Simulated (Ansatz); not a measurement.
H5InOSi (SMILES [SiH3][O][InH2]), singlet, geometry from GFN2-xTB (such geometries of metal compounds can be far from the true shape) (core potentials on In); PBE/def2-TZVPPD (Ansatz, an electronic-structure program).

The Ansatz input:
Ansatz 0.2 input:
```yaml
crystal:
  periodic: [false, false, false]
  atoms:
    - {symbol: In, position_ang: [-0.10344412, 0.17370404, 0.94414676]}
    - {symbol: H, position_ang: [-1.56250720, 0.64366142, 1.67252053]}
    - {symbol: H, position_ang: [1.41341345, -0.07261692, 1.68550331]}
    - {symbol: O, position_ang: [-0.28163359, -0.10736955, -0.97202706]}
    - {symbol: Si, position_ang: [0.40752438, -0.46628191, -2.39032455]}
    - {symbol: H, position_ang: [1.26046646, 0.65773274, -2.80787638]}
    - {symbol: H, position_ang: [-0.71637663, -0.66646487, -3.30846650]}
    - {symbol: H, position_ang: [1.22149309, -1.68690684, -2.26411224]}
basis:
  gaussian:
    orbitals: def2-TZVPPD.json
hamiltonian:
  xc: pbe
```
The basis file holds def2-TZVPPD in the JSON format of the Basis Set Exchange.

The log (banner, timings and long lists left out):

```
Functional definition: PBE
1215 factors; their error is unknown
mean field evaluation 1: about -15165.6918 eV, gradient 7.4e1 eV
mean field evaluation 2: about -15033.4790 eV, gradient 2.0e2 eV
mean field evaluation 4: about -15174.9182 eV, gradient 1.4e1 eV
mean field evaluation 8: about -15175.3149 eV, gradient 2.3e-1 eV
mean field evaluation 16: about -15175.2930 eV, gradient 2.2e-4 eV
mean field -15175.29303353 eV, -557.6817327992 hartree, gradient 2.9e-5 eV, S^2 0.000000; 0 other end points of the search recorded, 0 dependent functions left out
reference -15175.29309643 eV, -557.6817351106 hartree; 24, 24 occupied and 205, 205 virtual orbitals, 1215 factors
Total energy: -15175.29309643 eV, -557.6817351106 hartree
```
